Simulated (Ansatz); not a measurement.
B(OH)3 (BO₃H₃), relaxed as a singlet with RKS r2SCAN-D4/def2-TZVP in Ansatz, starting from the GFN2-xTB geometry. Force threshold 0.02 eV/Å.

Start:

```xyz
7

B     0.2306    0.0308    0.0403
O     1.3910    0.5872   -0.3666
H     1.3032    1.0963   -1.1717
O    -0.8952    0.2516   -0.7128
H    -1.7095   -0.1500   -0.4156
O     0.2542   -0.7147    1.1743
H    -0.5743   -1.1013    1.4521
```

```json
{"step": "1", "energy (eV)": "-6870.1487", "largest force component (eV/Å)": "0.664", "SCF passes": "17"}
{"step": "2", "energy (eV)": "-6870.1607", "largest force component (eV/Å)": "0.311", "SCF passes": "22"}
{"step": "3", "energy (eV)": "-6870.1652", "largest force component (eV/Å)": "0.033", "SCF passes": "22"}
{"step": "4", "energy (eV)": "-6870.1656", "largest force component (eV/Å)": "0.015", "SCF passes": "22"}
```

Force components are those of the run's own axes.

End:

Cartesian coordinates in Å:
```
B 0.2230 0.0293 0.0374
O 1.4021 0.5863 -0.3616
H 1.2967 1.0954 -1.1710
O -0.9014 0.2593 -0.7291
H -1.7109 -0.1503 -0.4136
O 0.2644 -0.7186 1.1852
H -0.5739 -1.1015 1.4526
```

By distances, no bond broke or formed. The bond that changes most is B1–O2, from 1.35 to 1.36 Å (atoms count from 1).

No frequencies were taken in this run, so the end may be a saddle point.

Run time 2.8 s (4 threads of Intel Xeon Platinum 8488C on a shared host).
